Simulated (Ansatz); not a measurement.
Abridged output of a molecular run in Ansatz:

```
Functional definition: HF
1943 factors; integrals over basis functions are off by at most 1.2e-3 eV
mean field evaluation 1: about -50681.5045 eV, gradient 4.0e1 eV
mean field evaluation 2: about -50681.5125 eV, gradient 4.0e1 eV
mean field evaluation 4: about -50686.2544 eV, gradient 4.4e0 eV
mean field evaluation 8: about -50686.3200 eV, gradient 1.1e-4 eV
mean field -50686.31998510 eV, -1862.6879030309 hartree, gradient 1.3e-6 eV, S^2 0.000000; 0 other end points of the search recorded, 0 dependent functions left out
25 core orbitals not correlated: weight in the atoms' cores, before any rotation towards them, 1.000 or more for the frozen orbitals, at most 0.000 for the correlated occupied ones
reference -50686.31998510 eV, -1862.6879030309 hartree; 28, 28 occupied and 144, 144 virtual orbitals, 1943 factors
second order -33.10602579 eV of doubles, -0.00000000 eV of singles
cycle   1  -34.95515066 eV  change    -1.8e0 eV  update   1.1e-1
cycle   2  -35.73246471 eV  change   -7.8e-1 eV  update   3.1e-2
cycle   3  -35.85482633 eV  change   -1.2e-1 eV  update   1.2e-2
cycle   4  -35.85506393 eV  change   -2.4e-4 eV  update   2.6e-3
cycle   5  -35.85565001 eV  change   -5.9e-4 eV  update   7.9e-4
cycle   6  -35.85567595 eV  change   -2.6e-5 eV  update   2.2e-4
cycle   7  -35.85563931 eV  change    3.7e-5 eV  update   6.9e-5
perturbative correction -1.02530859 eV, -0.0376793958 hartree
Total energy: -50723.20093301 eV, -1864.0432528676 hartree
```

Its atoms:

Cartesian coordinates in Å:
```
C -0.885 1.368 -0.330
C 0.283 0.387 -0.319
C 0.235 -0.480 -1.573
C 1.592 1.179 -0.316
C 0.276 -0.475 0.956
Si -1.099 -1.630 1.426
Cl -1.401 -3.145 0.092
Cl -2.894 -0.705 1.728
Cl -0.558 -2.490 3.201
H -0.799 2.044 -1.185
H -1.846 0.855 -0.407
H -0.903 1.977 0.578
H 0.354 0.143 -2.463
H 1.037 -1.223 -1.574
H -0.714 -1.011 -1.664
H 1.662 1.822 0.566
H 1.657 1.816 -1.202
H 2.457 0.511 -0.317
H 0.378 0.175 1.836
H 1.167 -1.117 0.966
```

Problem. Which basis set was used?
A. cc-pV(T+d)Z
B. def2-TZVPPD
C. def2-QZVPP
D. def2-SVP

Solution. D. It gives 197 functions.

Problem. Write the keys of the input that set method, charge and spin (a neutral closed shell needs none for the last two).

Solution. 
```yaml
correlation: {method: ccsd_t}
```
